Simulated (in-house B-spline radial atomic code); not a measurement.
## TDHF excitations of Zr4+

Method: TDHF. Computed with a B-spline radial code for spherical atoms: linear response of the closed shell [Ar] 3d10 4s2 4p6 with bare exchange (time-dependent Hartree-Fock); non-relativistic, point nucleus, no spin-orbit coupling, no double excitations, S, P, D and F terms only; shells from n = 2 respond. Only terms of natural parity with L up to 3 were computed.

Without relativity these are model numbers for so heavy an element.

Command:
```bash
python run_td.py task.json out
```
Settings (radii: box in bohr, nucleus in fm):
```
Z                        40
electrons                36
configuration            [Ar] 3d10 4s2 4p6
hamiltonian              nr
method                   hf
box_radius               19.1
intervals                55
```

Time taken, with all properties: 1.3 s on 1 thread of Intel(R) Xeon(R) Platinum 8559C (Emerald Rapids), with other jobs on the host.

The lowest states, in the order of their Tamm-Dancoff energies; the method's threshold (minus the highest occupied level) is 80.30 eV. Labels give the largest channel, * marks a mixed state, and oscillator strengths are full-response dipole values. Energies in eV:

```tsv
state	full response	Tamm-Dancoff	oscillator strength
4p → 4d 3P	29.320	29.441	-
4p → 4d 3F	29.851	30.29	-
4p → 4d 1F	32.80	32.88	-
4p → 5s 3P	?	?	-
4p → 4d 1P	40.01	41.32	5.89
4p → 5s 1P	42.01	42.16	0.191
4p → 5p 3S	45.71	45.75	-
4p → 5p 3D	47.16	47.19	-
4p → 5p 1D	47.64	47.65	-
4p → 5p 1S	?	?	-
```

Problem. Where does 4p → 5p 1S lie?

Solution. At 49.39 eV in full response, 49.57 eV in Tamm-Dancoff.

Problem. Where does 4p → 5s 3P lie?

Solution. At 41.17 eV in full response, 41.20 eV in Tamm-Dancoff.

Problem. How large is the singlet-triplet splitting of 4p → 4d (F terms) in Tamm-Dancoff?

Solution. 2.6 eV, from the unrounded values.

Problem. What polarisabilities and dispersion coefficient does the method give?

Solution. Dipole 3.037 bohr³, quadrupole 6.054 bohr⁵, C6 11 hartree·bohr⁶ for two such species.
